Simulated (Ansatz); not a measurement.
Cartesian coordinates in Å:
```
C -0.397 -2.370 -0.743
B -0.751 -0.940 -1.346
Cl 0.066 -0.636 -2.983
Cl -2.579 -0.662 -1.491
N -0.179 0.185 -0.315
C -0.928 0.594 0.715
C -0.436 1.451 1.676
C 0.870 1.900 1.573
C 1.640 1.467 0.507
C 1.084 0.609 -0.418
H -0.860 -2.524 0.237
H 0.684 -2.509 -0.634
H -0.764 -3.154 -1.408
H -1.942 0.217 0.729
H -1.079 1.761 2.488
H 1.280 2.579 2.311
H 2.665 1.789 0.381
H 1.627 0.244 -1.279
```

Charge 0, multiplicity 1.

(1) List the CAM-B3LYP/def2-TZVPP orbital energies in eV (Ansatz). (An estimate is asked.)

Results:

(1) The calculation gave: Occupied: -2763.02, -2763.02, -394.15, -281.25, -281.25, -280.73, -280.37, -280.37, -277.53, -257.82, -257.82, -196.87, -196.87, -196.73, -196.73, -196.72, -196.72, -186.85, -30.23, -25.85, -24.62, -24.07, -23.13, -20.91, -20.91, -20.51, -18.34, -16.71, -16.13, -15.76, -15.01, -14.87, -13.80, -13.11, -12.70, -12.68, -11.87, -11.47, -10.94, -10.71, -10.18, -9.75, -9.34, -8.95, -8.89. Lowest empty: -1.31, -0.49, 1.63, 2.41, 2.47, 2.90, 3.48, 3.64.
